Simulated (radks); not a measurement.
Species: Tm LIII. Configuration: [Ne] 3s2 3p5. Calculated with a radial shooting solver on a logarithmic mesh with Libxc functionals: scalar-relativistic Kohn-Sham, LB94 model potential, spin-polarised, spherical densities, finite nucleus; open shells are filled with parallel spins first (spin-orbit coupling, left out, can overturn this in heavy ions); Fermi nuclear charge, rms radius 5.2256 fm.

Normalised radial functions P(r) = r R(r), r in bohr:

r	3s up	3p down
0.00156	0.3997	0.0170
0.001936	0.4676	0.0244
0.002403	0.5429	0.0351
0.002982	0.6242	0.0505
0.003701	0.7088	0.0725
0.004593	0.7919	0.1037
0.005701	0.8663	0.1476
0.007075	0.9210	0.2085
0.008781	0.9413	0.2919
0.0109	0.9084	0.4034
0.01353	0.8009	0.5481
0.01679	0.5979	0.7281
0.02083	0.2856	0.9392
0.02586	-0.1319	1.1653
0.03209	-0.6196	1.3723
0.03983	-1.0981	1.5029
0.04943	-1.4403	1.4780
0.06135	-1.4886	1.2104
0.07614	-1.1078	0.6391
0.0945	-0.2704	-0.2169
0.1173	0.8595	-1.2088
0.1456	1.9222	-2.0610
0.1807	2.5040	-2.4738
0.2242	2.3835	-2.2956
0.2783	1.7090	-1.6545
0.3454	0.9045	-0.9003
0.4286	0.3372	-0.3519
0.532	0.0827	-0.0923
0.6603	0.0122	-0.0149

3s up: eigenvalue -5346.2 eV, 2 radial nodes at r = 0.0243, 0.0998 bohr, <r> = 0.205 bohr, 90 % of the charge inside 0.298 bohr. 3p down: eigenvalue -4996.6 eV, 1 radial node at r = 0.0899 bohr, <r> = 0.201 bohr, 90 % of the charge inside 0.298 bohr.
